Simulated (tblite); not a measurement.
Compound: CH5NOSi.
Numbering: `[NH2:1][SiH2:2][CH:3]=[O:4]` (hydrogens: H5, H6 on N1; H7, H8 on Si2; H9 on C3)

Computed with GFN2-xTB (tblite), gas phase: Langevin dynamics at 400 K from the optimised GFN2-xTB geometry, time step 0.5 fs, friction 0.01 fs⁻¹, 2000 steps. The instantaneous temperature is 2·E(kin)/(3Nk) with all 3N coordinates.

```tsv
t (fs)	T (K)	E(pot) above start (eV)	N1–Si2 (Å)	Si2–C3 (Å)	C3=O4 (Å)	N1–H5 (Å)	N1–Si2–C3–O4 (°)
0	372	0.000	1.720	1.915	1.205	1.007	-158
25	260	0.247	1.743	1.914	1.193	1.009	-135
50	298	0.272	1.722	1.960	1.231	1.013	-122
75	230	0.244	1.722	1.892	1.217	1.016	-117
100	206	0.460	1.769	1.932	1.182	1.029	-111
125	309	0.322	1.675	1.927	1.232	0.969	-98
150	422	0.285	1.734	1.976	1.193	1.038	-102
175	400	0.364	1.764	1.895	1.173	1.008	-110
200	182	0.353	1.685	1.945	1.243	0.999	-115
225	217	0.331	1.723	1.881	1.215	1.057	-115
250	177	0.256	1.771	1.973	1.189	0.978	-121
275	319	0.379	1.750	1.897	1.211	1.045	-131
300	234	0.271	1.672	1.958	1.228	0.986	-151
325	268	0.177	1.773	1.888	1.192	1.025	-147
350	279	0.244	1.752	1.952	1.206	1.028	-136
375	261	0.242	1.706	1.901	1.221	0.996	-130
400	281	0.294	1.712	1.946	1.190	1.001	-124
425	345	0.325	1.730	1.932	1.208	1.018	-143
450	486	0.198	1.713	1.947	1.227	1.015	-143
475	292	0.369	1.740	1.884	1.220	1.000	-153
500	353	0.345	1.753	1.904	1.193	1.001	-158
525	353	0.417	1.675	1.975	1.208	1.018	-177
550	324	0.418	1.797	1.886	1.230	0.997	166
575	593	0.155	1.706	1.939	1.180	1.024	144
600	350	0.315	1.680	1.859	1.182	0.983	131
625	435	0.259	1.744	1.995	1.225	1.031	124
650	350	0.299	1.745	1.918	1.212	1.039	113
675	324	0.429	1.705	2.007	1.181	1.000	123
700	333	0.399	1.746	1.871	1.232	1.008	115
725	255	0.396	1.770	1.961	1.215	1.027	110
750	445	0.408	1.688	1.879	1.194	1.001	117
775	566	0.469	1.706	1.992	1.187	0.999	131
800	616	0.370	1.797	1.873	1.201	1.033	150
825	598	0.268	1.692	1.922	1.236	1.022	160
850	358	0.445	1.743	1.889	1.167	0.981	174
875	428	0.510	1.766	1.978	1.205	1.040	180
900	298	0.514	1.704	1.845	1.244	0.958	-172
925	312	0.433	1.745	2.017	1.174	1.051	-165
950	254	0.479	1.720	1.816	1.185	1.008	-160
975	327	0.361	1.679	2.053	1.206	0.990	-149
1000	315	0.405	1.713	1.860	1.207	1.102	-150
```

Task: From 500 fs on, how do temperature and potential energy compare with equipartition?

Result: The mean temperature of these 21 frames is 390 K against the target 400 K, and the mean potential energy 0.39 eV against 21 × kT/2 = 0.36 eV for 21 classical harmonic modes. For 9 atoms in a canonical ensemble the temperature itself scatters by T·√(2/(3N)) = 109 K; here its standard deviation is 110 K. The whole run lasts only 10 friction times of 100 fs, so these averages carry a wide statistical error.

Task: What are the kinetic and total energies of the listed frame with the highest potential energy?

Result: The one at 900 fs, 0.514 eV above the start. Its kinetic energy is 3NkT/2 = 0.346 eV at 298 K, so the sum is 0.86 eV; over the listed frames the sum runs from 0.43 to 1.13 eV, since the thermostat adds and removes energy.

Task: How much do the listed bonds fluctuate from 500 fs on?

Result: 
```tsv
bond	at the start (Å)	mean (Å)	standard deviation (Å)
N1–Si2	1.720	1.727	0.036
Si2–C3	1.915	1.926	0.064
C3=O4	1.205	1.203	0.021
N1–H5	1.007	1.015	0.030
```

The motion is classical and holds no zero-point motion.

The cost below is that of the whole dynamics run. On one thread, Intel Xeon at 2.50 GHz (x86_64), no GPU (shared host), this took 18 s wall and 0.18 GiB of memory at its peak.
